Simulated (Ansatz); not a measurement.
Coupled-cluster diagnostics for Si(CF3)H3 (CH₃F₃Si), Ansatz.

Geometry of the singlet (r2SCAN-D4/def2-SVP):

```xyz
8

Si   -0.533    0.107   -0.820
C     0.512   -0.103    0.788
F     0.062    0.689    1.785
F     1.810    0.212    0.586
F     0.478   -1.373    1.245
H     0.045   -0.794   -1.853
H    -0.440    1.532   -1.234
H    -1.935   -0.271   -0.498
```

Correlated methods freeze 9 core orbitals.

Problem. Estimate the CCSD(T) correlation energy, the shares of MP2 and (T), T1 and the reference's ⟨S²⟩ for: charge 0, singlet, own geometry in def2-TZVPP; and the rough time on 4 threads of Arm Neoverse V2 on a shared host.

Solution. 
```csv
state,basis,correlation (eV),MP2 share (%),(T) share (%),T1,⟨S²⟩ (pure),wall time
"charge 0, singlet, own geometry",def2-TZVPP,-29.627,94.5,3.1,0.013,0.00 (0.00),72 s
```
Customary marks for T1 are 0.02 (closed shells), 0.045 (open shells) and about 0.05 (3d metals). T1 stays under 0.02 throughout.
